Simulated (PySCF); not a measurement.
1,6-naphthyridine, C8H6N2.
SMILES with atom numbers: `[cH:1]1[cH:2][n:3][c:4]2[cH:5][cH:6][n:7][cH:8][c:9]2[cH:10]1` (hydrogens: H11 on C1; H12 on C2; H13 on C5; H14 on C6; H15 on C8; H16 on C10)

Linear response at PBE0/def2-SVPD (PySCF, frozen core in the response, non-relativistic). Isolated species at its PBE0-D3(BJ)/def2-SVP geometry, gas phase.

Static isotropic polarisability: 104.80 au (15.53 Å³), principal values 55.5, 109.4, 149.5 au.

Q: What is the polarisability at 1064 nm and at the sodium D line?

A: 106.40 au at 1064 nm (+1.5 %), 110.44 au at 589.3 nm (+5.4 %). The rise at 589.3 nm is 3.52 times that at 1064 nm; a pure ω² law gives 3.26. The lowest singlet lies at 303 nm, shorter than both wavelengths.

Q: What is the isotropic C6 coefficient between two such molecules, C6 = (3/π)∫α(iω)² dω?

A: 3912 au (Eh·bohr⁶) by a ten-point quadrature over imaginary frequencies, which is 2340 eV·Å⁶ or 226 J·nm⁶/mol.

Q: Which effective excitation energy ω̄ makes London's formula C6 = (3/4)α²ω̄ exact here?

A: ω̄ = 4·C6/(3α²) = 0.475 Eh = 12.9 eV. A one-pole form α(ω) = α/(1 − ω²/ω̄²) fitted to the 1064 nm value gives 9.5 eV.

Q: The lowest 6 singlets have (eV, f): 4.10, 0.000; 4.29, 0.002; 4.47, 0.058; 4.86, 0.003; 5.03, 0.001; 5.22, 0.000. What share of the static polarisability do they carry in the sum over states α = Σ f/ω²?

A: 2.37 au, 2.3 % of α; the largest term, 2.14 au, is that of the state at 4.47 eV. Their oscillator strengths add up to 0.06. Higher states carry the rest.

Q: What n − 1 at the D line would an ideal gas of it have at 273.15 K and 1 atm (2.6868 × 10¹⁹ cm⁻³), by n − 1 = 2π·N·α′?

A: 27.63 × 10⁻⁴, a formal value whether or not that pressure can be reached.

Q: What molar refraction at the D line follows from R = (4π/3)·N_A·α′, with α′ the polarisability volume?

A: α′ = 16.37 Å³ gives R = 41.28 cm³/mol, for isolated, non-vibrating species.
